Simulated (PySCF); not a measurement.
Gas-phase equilibrium of 1 mol GeF4, 43 mol H2 at 1000 K and 0.133 bar, among 16 species (GeH4, Ge2H6, F2, GeF2, GeF3, F, H, GeH3F, GeHF3, HF, H2, Ge3H8, GeH3, GeH2F2, GeH2, GeF4). Only gases are allowed; each row takes one source of thermochemistry for all species, and Cantera finds the minimum.

Computed with PySCF and rigid-rotor harmonic-oscillator thermochemistry at 1 bar. † marks an energy on the PBE0/def2-TZVP geometry and frequencies; other levels use their own. MP2 and CCSD(T) freeze the core. 6-31G* has spherical d functions here. The species in the table below are closed-shell singlets. Ge: all electrons, no relativistic terms. GeHF3: computed as isolated molecules; such fragments, hydroxides, amides, oligomers or adducts are transient or little studied in the gas. MP2 isn't extrapolated to the basis-set limit. CCSD(T) isn't extrapolated to the basis-set limit. The harmonic model lacks anharmonicity and excited electronic states, which grow with temperature; levels with a mode under 35 cm⁻¹ are left out.

Molecules larger than those listed are left out, and so are free Ge atoms, whose spin-orbit terms are large. Also missing: (HF)n, which can matter at low temperature or high pressure. Table species left out: H2F2, H3F3, H4F4.

With CCSD(T)/def2-SVP† thermochemistry: H2 0.93, HF 0.044, GeF2 0.022, GeF4 8.4e-7, GeHF3 4.4e-6.

Task: How far does the composition move with the other sources (HF/6-31G*, M06-2X/def2-TZVP†, MP2/def2-SVP†, LDA/def2-TZVP†, ωB97X-V/def2-TZVP†)?

Result: 
| thermochemistry | x H2 | x HF | x GeF2 | x GeF4 | x GeHF3 |
|---|---|---|---|---|---|
| CCSD(T)/def2-SVP† | 0.93 | 0.044 | 0.022 | 8.4e-7 | 4.4e-6 |
| HF/6-31G* | 0.93 | 0.044 | 0.022 | 4.1e-5 | 4.0e-5 |
| M06-2X/def2-TZVP† | 0.93 | 0.044 | 0.022 | 1.6e-5 | 1.1e-5 |
| MP2/def2-SVP† | 0.93 | 0.044 | 0.022 | 9.9e-6 | 2.6e-5 |
| LDA/def2-TZVP† | 0.93 | 0.044 | 0.022 | 9.8e-8 | 1.8e-6 |
| ωB97X-V/def2-TZVP† | 0.93 | 0.044 | 0.022 | 5.8e-7 | 2.4e-6 |
The most sensitive of these is GeF4: it spans a factor of 10^2.6 over these rows; at this temperature one factor of ten is RT ln 10 = 19 kJ/mol.
